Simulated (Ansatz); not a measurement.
Relaxation of CH₇NO₂Si₂ (13 atoms, charge 0, multiplicity 1), to a largest force component of 0.02 eV/Å in at most 50 steps.

Method: Ansatz, RKS PBE-D4/def2-SVP.

```xyz
13
Properties=species:S:1:pos:R:3:forces:R:3
O -1.702 -0.034 0.632 -0.19 -0.03 0.05
C -0.374 0.263 0.368 -0.11 -0.52 0.56
O 0.492 -0.842 0.474 -0.01 1.57 0.79
Si 0.459 -2.084 -0.606 -2.43 -0.83 -0.87
N 0.075 1.412 1.074 0.11 -0.69 3.52
Si 0.149 1.838 -0.552 -0.38 1.37 -2.69
H -1.961 0.481 1.445 0.45 -0.32 -0.59
H 0.353 -1.510 -1.982 0.07 0.02 -0.23
H 1.598 -2.935 -0.478 1.29 -0.65 0.29
H -0.816 -2.915 -0.302 0.63 0.23 -0.28
H 1.005 1.240 1.452 0.18 -0.06 0.65
H 1.609 2.090 -0.775 -0.02 0.08 -0.68
H -0.865 2.962 -0.735 0.40 -0.16 -0.51
```

**Question.** Where does it end, and by what steps?

**Answer.** The forces met the threshold. After 13 steps the energy has fallen by 0.734 eV; H7 moved furthest, 0.72 Å.

| step | energy less start (eV) | largest force component (eV/Å) | accepted |
| --- | --- | --- | --- |
| 0 | 0.0000 | 3.520 | yes |
| 1 | -0.5415 | 1.667 | yes |
| 2 | -0.6820 | 0.373 | yes |
| 3 | -0.6770 | 1.182 | no |
| 4 | -0.7020 | 0.392 | yes |
| 5 | -0.7129 | 0.154 | yes |
| 6 | -0.7118 | 0.864 | no |
| 7 | -0.7193 | 0.096 | yes |
| 8 | -0.7237 | 0.216 | yes |
| 9 | -0.7256 | 0.550 | yes |
| 10 | -0.7295 | 0.342 | yes |
| 11 | -0.7325 | 0.148 | yes |
| 12 | -0.7338 | 0.045 | yes |
| 13 | -0.7342 | 0.012 | yes |

```xyz
13
Properties=species:S:1:pos:R:3
O -1.595 -0.061 0.284
C -0.274 0.392 0.298
O 0.650 -0.663 0.317
Si 0.294 -2.083 -0.557
N 0.038 1.449 1.221
Si 0.251 2.051 -0.442
H -1.853 -0.198 1.222
H -0.140 -1.744 -1.956
H 1.597 -2.827 -0.580
H -0.742 -2.938 0.115
H 0.770 1.253 1.915
H 1.641 2.126 -0.997
H -0.617 3.211 -0.824
```

Run time: 34 s on 2 threads of AMD EPYC 7R43 64-Core Processor (Zen 3), with other jobs on the host, peak memory 0.19 GiB.
